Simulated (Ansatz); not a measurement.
One change: `C[O][Ge]([O]C)([O]C)[Si](Cl)(Cl)Cl` becomes `C[NH][Ge]([O]C)([O]C)[O]C`.

Ansatz, PBE0-D4/def2-TZVP geometries, multiplicity 1. Each molecule was computed in one conformer, which needn't be the lowest.

Scalar relativity is left out up to krypton.

| property | `C[O][Ge]([O]C)([O]C)[Si](Cl)(Cl)Cl` |
| --- | --- |
| LUMO energy (ωB97M-V/def2-TZVPP) / eV | 1.25 |
| HOMO–LUMO gap (PBE0/def2-TZVPP) / eV | 7.27 |
| HOMO energy (B3LYP/def2-TZVPP) / eV | -7.68 |
| size of the dipole moment (PBE/def2-TZVPP) / D | 1.35 |
| HOMO–LUMO gap (B3LYP/def2-TZVPP) / eV | 6.88 |
| HOMO–LUMO gap (PBE/def2-TZVPP) / eV | 4.98 |

Task: What does the change do to each property? (An estimate is asked.)

Result: Ansatz gave: 
```
                                      property  `C[NH][Ge]([O]C)([O]C)[O]C`  shift
         LUMO energy (ωB97M-V/def2-TZVPP) / eV                         2.07   0.82
          HOMO–LUMO gap (PBE0/def2-TZVPP) / eV                         7.44   0.17
           HOMO energy (B3LYP/def2-TZVPP) / eV                        -6.74   0.94
size of the dipole moment (PBE/def2-TZVPP) / D                         1.62   0.27
         HOMO–LUMO gap (B3LYP/def2-TZVPP) / eV                         6.88   0.00
           HOMO–LUMO gap (PBE/def2-TZVPP) / eV                         5.01   0.03
```

With PBE0 the HOMO rises by 0.93 eV and the LUMO rises by 1.09 eV, so the gap widens by about 0.16 eV. PBE moves the HOMO by 0.94 eV and ωB97M-V by 0.71 eV. Dipoles are sizes alone; their direction can turn.

B3LYP here is the variant with VWN-RPA as its local correlation; programs differ in this.
